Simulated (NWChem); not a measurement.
System: CH$_{3}$ClMgS; SMILES C[S][Mg][Cl]

Here is an NWChem input.

```
start job
memory heap 200 mb stack 900 mb global 1100 mb
geometry units angstroms noautoz
  Mg     0.546785    -0.803776     0.003803
  Cl     0.842222    -2.986933    -0.002625
  S      0.289952     1.479959     0.008981
  C     -1.526388     1.726554    -0.014866
  H     -1.984079     1.349324    -0.939963
  H     -1.697059     2.810973     0.029723
  H     -2.022805     1.270958     0.853246
end
basis spherical
  * library def2-svp
end
dft
  xc xpbe96 cpbe96
  iterations 150
  vectors input atomic output neutral.movecs
end
task dft energy
charge 1
dft
  odft
  mult 2
  vectors input atomic output cation.movecs
end
task dft energy
```

Structure relaxed at the PBE0/def2-SVP level.

Ions are spin-unrestricted doublets at the neutral geometry; other ion states weren't tried.

Problem. What results follow from this input? (PBE/def2-SVP, vertical spin-unrestricted ions.) Quantities: vertical ionisation energy, ΔSCF (eV); −ε(HOMO) (eV).

Solution. 
```json
{
  "vertical ionisation energy, ΔSCF (eV)": "8.81",
  "−ε(HOMO) (eV)": "5.53"
}
```
